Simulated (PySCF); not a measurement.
# Levels of Re⁶²⁺ from EOM-EA-GCCSD

Reference: closed-shell Re⁶³⁺, [Ne] 3s2; one electron is added. Calculated with PySCF 2.14, two-component X2C-1e with screened spin-orbit coupling, an even-tempered Gaussian basis (17 s from 7.2 bohr⁻², ratio 2.6; 14 p from 9.4 bohr⁻², ratio 2.6; 6 d from 9.6 bohr⁻², ratio 2.8; 4 f from 130 bohr⁻², ratio 2.8); frozen 1s2; the 50 highest virtual spinors dropped; of the others 56 kept and the rest restored at second order. No Breit or QED terms. Binding energies in eV.

```
level  Koopmans  second order  EOM-CCSD
3p1/2    6957.6        6959.2    6958.5
3p3/2    6563.6        6566.3    6566.4
3d3/2    6335.3        6349.3    6325.6
3d5/2    6248.1   near a pole    6248.4
```

Electric-dipole lines between these computed levels:

```tsv
lower	upper	ΔE (eV)	vacuum wavelength (nm)
3p1/2	3d3/2	632.82	1.959
3p3/2	3d3/2	240.76	5.150
3p3/2	3d5/2	318.00	3.899
```

In EOM-CCSD the overlap with the one-orbital guess is low for 3d3/2 (weight 0.79). That can mean mixing with two-particle, one-hole states, where second order and EOM-CCSD lose accuracy, or only a rotation among the degenerate components of the shell; the terms of those configurations are not listed.

For comparison, the ionisation energy of Re⁶²⁺ is 6952 ± 15 eV (theoretical estimate listed by NIST; NIST Atomic Spectra Database, ionization energies).

Only part of the computed levels is shown.
